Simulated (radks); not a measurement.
Ionisation of the krypton ion Kr3+, [Ar] 3d10 4s2 4p3, to [Ar] 3d10 4s2 4p2 as the strength of local exchange is varied. All-electron calculation, scalar-relativistic Kohn-Sham, Slater X-alpha exchange (alpha = 2/3 is LDA exchange), no correlation, spin-unpolarised, spherical densities, finite nucleus; Fermi nuclear charge, rms radius 4.1884 fm. Program: a radial shooting solver on a logarithmic mesh with Libxc functionals.

| alpha | E(Kr3+) (hartree) | exchange (hartree) | IE (eV) | -e of the level emptied (eV) | <r> of it (bohr) |
|---|---|---|---|---|---|
| 0.651 | -2778.78500 | -86.44186 | 48.278 | 41.779 (4p) | 1.673 |
| 0.658 | -2779.71572 | -87.39829 | 48.403 | 41.899 (4p) | 1.671 |
| 0.667 | -2780.91277 | -88.62881 | 48.562 | 42.054 (4p) | 1.668 |
| 0.78 | -2795.98282 | -104.15920 | 50.591 | 44.023 (4p) | 1.641 |
| 0.926 | -2815.56455 | -124.44549 | 53.275 | 46.634 (4p) | 1.607 |
| 0.962 | -2820.41209 | -129.48576 | 53.947 | 47.289 (4p) | 1.598 |
| 0.972 | -2821.75998 | -130.88851 | 54.135 | 47.472 (4p) | 1.596 |

NIST Atomic Spectra Database: 50.9 +/- 0.11 eV (measured). The Delta-SCF value meets it near alpha = 0.79. Spin polarisation and multiplet splitting are left out, so open shells lie too high by an amount that depends on their filling.

Beside tabulated values, note that spin-unpolarised runs miss the spin-polarisation part of the exchange energy of open shells.
